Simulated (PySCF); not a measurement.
## A small calculation by hand: entropy of an ideal gas

diiodomethane (CH2I2), SMILES ICI.

Geometry: PBE0-D3(BJ)/def2-SVP. The def2 effective core potentials stand for the cores of I; spin–orbit coupling is left out.

PBE0-D3(BJ)/def2-SVP (PySCF) gives the harmonic wavenumbers 120, 498, 597, 719, 1052, 1132, 1388, 3154, 3257 cm⁻¹ and the rotational temperatures 1.0939, 0.0291, 0.0284 K. The molar mass is 267.84 g/mol, the symmetry number 2, the spin multiplicity 1.

### Question
Work out the entropy at 298.15 K and 1 atm in the rigid-rotor, harmonic-oscillator model.

### Answer

Translation (Sackur–Tetrode at 1 atm): S = R[1.5 ln M + 2.5 ln T − 1.16487] = 178.5 J/(mol K).
Rotation: q = (√π/σ) T^1.5/√(θA θB θC) = 152000, S = R[ln q + 3/2] = 111.7 J/(mol K).
Vibration: with u = 1.4388 ν/T, each mode gives R[u/(e^u − 1) − ln(1 − e^−u)]:
```json
[
 {"ν (cm⁻¹)": "120", "modes": "1", "u": "0.58", "S (J/(mol K))": "12.97"},
 {"ν (cm⁻¹)": "498", "modes": "1", "u": "2.40", "S (J/(mol K))": "2.77"},
 {"ν (cm⁻¹)": "597", "modes": "1", "u": "2.88", "S (J/(mol K))": "1.90"},
 {"ν (cm⁻¹)": "719", "modes": "1", "u": "3.47", "S (J/(mol K))": "1.19"},
 {"ν (cm⁻¹)": "1052", "modes": "1", "u": "5.08", "S (J/(mol K))": "0.32"},
 {"ν (cm⁻¹)": "1132", "modes": "1", "u": "5.46", "S (J/(mol K))": "0.23"},
 {"ν (cm⁻¹)": "1388", "modes": "1", "u": "6.70", "S (J/(mol K))": "0.08"}
]
```
The stiffer modes add less than 0.005 each. Sum 19.5 J/(mol K).
Spin: R ln 1 = 0.0 J/(mol K).
Total 309.6 J/(mol K); the program's own thermochemistry gives 309.6. Translation makes up 58 % and vibration 6 %. Anharmonicity, hindered rotation and orbital degeneracy are left out.
